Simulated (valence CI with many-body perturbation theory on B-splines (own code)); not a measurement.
**Rb XXXII in brief**

Method: relativistic CI+MBPT: four valence electrons over a frozen Dirac-Fock core [He], a basis of 11 s, 11 p, 9 d, 7 f, 5 g, 2 h, 1 i functions for each j, with the one-electron correlation potential Σ1, the two-electron term Σ2, the three-electron term Σ3, Breit, model QED; selected CI, second order for the rest (own B-spline code, finite nucleus).

No measured spectrum was set against this ion. As an estimate, large intervals hold to a few tenths of a per cent, small ones and those within an open d or f shell to about a per cent. Among the levels kept, up to 280 cm⁻¹ of a level comes from second order outside the variational space, and about a tenth of that is noise between levels of different J, which matters for small intervals.

Levels are named by their leading jj configuration (3d3/2^4 stands for four electrons in 3d with j = 3/2), which in mixed levels can hold well under half, so a name can repeat and another be missing.

Rates and lifetimes use the calculated energies. Strong lines usually hold to 10 to 20 %, long lifetimes can be off by a factor of two.

What is the ground level?

(2s^2 2p1/2^2) J=0, composition 78 % 2s²2p² ³P + 21 % 2s²2p² ¹S.

Where does the other parity begin?

At (2s 2p1/2^2 2p3/2) J=2, 157.7 eV.

What is the ionisation energy?

3821.5 eV; NIST lists 3815 ± 4 eV (semi-empirical).

Among levels below 2428.9 eV, which E1 lines absorb most strongly from the ground level?

to (2s^2 2p1/2 3d3/2) J=1 at 0.5516 nm, f = 1.37; to (2s 2p1/2^2 3p3/2) J=1 at 0.5388 nm, f = 0.395; to (2s 2p1/2^2 2p3/2) J=1 at 6.123 nm, f = 0.116.

Name the longest-lived excited levels whose lifetime is computed, and their main decay.

(2s^2 2p1/2 2p3/2) J=2 at 66.8 eV lives 227 μs, mostly by M1 to (2s^2 2p1/2 2p3/2) J=1; (2s^2 2p1/2 2p3/2) J=1 at 56.3 eV lives 763 ns, mostly by M1 to (2s^2 2p1/2^2) J=0; (2s^2 2p3/2^2) J=2 at 130.6 eV lives 347 ns, mostly by M1 to (2s^2 2p1/2 2p3/2) J=1.
